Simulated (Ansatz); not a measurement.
Harmonic frequencies (cm⁻¹) at PBE0-D4/def2-TZVP from Ansatz: 184, 185, 194, 209, 222, 389, 517, 576, 589, 688, 691, 739, 1530, 3568, 3676.

Each molecule was computed in one conformer, which needn't be the lowest.

Problem. Which molecule is it?
A. `[O]=[Mo]([OH])([F])=[S]`
B. `[F][Mo]([F])([F])([F])=[S]`
C. `[NH2][Mo]([F])(=[S])=[S]`
D. `[NH2][Mo](=[O])(=[O])[OH]`

Solution. C.
